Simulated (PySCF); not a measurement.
# Vanadium: a sound run and one with changed settings

Sound run: V [Ar] 3d3 4s2, V+ [Ar] 3d4. All numbers are calculated (PySCF 2.14, the spin-free X2C one-electron Hamiltonian (Gaussian nucleus), in jorge-DZP-DKH (8s6p2d1f, 43 functions)). In the sound run the correlated levels freeze [Ar]. The sound run starts from symmetry-adapted Hartree-Fock orbitals and uses a fine grid where one is needed.

Changed run: initial guess minao, at most 50 SCF cycles.

```csv
species,method,sound run (hartree),changed run (hartree),converged
V,UHF,-948.10932,-948.10932,yes
V,M06-L,-949.08233,-949.08233,yes
V,LDA,-946.93916,-946.94192,no
V,MP2,-948.15063,-948.15063,yes
V+,UHF,-947.88001,-947.90061,yes
V+,M06-L,-948.84419,-948.84964,yes
V+,LDA,-946.69528,-946.66541,no
```

The plain start fixes occupations by D2h representation alone, and V+ at UHF landed in another state (other ⟨L²⟩ or ⟨S²⟩).
